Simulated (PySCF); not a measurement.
## Radial density of Cd⁴⁷⁺ (cadmium, charge +47)

UHF, 1s1, 2S determinant. Computed with PySCF 2.14 in an even-tempered Gaussian basis (15 s from 90 bohr⁻², ratio 2.2; 7 p from 140 bohr⁻², ratio 2.4; 4 d from 410 bohr⁻², ratio 2.4; 3 f from 610 bohr⁻², ratio 2.4; 3 g from 920 bohr⁻², ratio 2.4), with no relativity, point nucleus.

| r (bohr) | 4πr²ρ (e/bohr) | 4πr²(ρα − ρβ) |
| --- | --- | --- |
| 0.000542 | 0.1231 | 0.1231 |
| 0.000911 | 0.3363 | 0.3363 |
| 0.00153 | 0.8963 | 0.8963 |
| 0.00258 | 2.294 | 2.2940 |
| 0.00433 | 5.482 | 5.4822 |
| 0.00729 | 11.68 | 11.6780 |
| 0.0123 | 20.50 | 20.4984 |
| 0.0206 | 25.98 | 25.9819 |
| 0.0347 | 19.05 | 19.0451 |
| 0.0584 | 5.557 | 5.5572 |
| 0.0982 | 0.3443 | 0.3443 |
| 0.165 | 0.001499 | 0.0015 |

A non-relativistic calculation at this Z misses sizeable relativistic shifts.
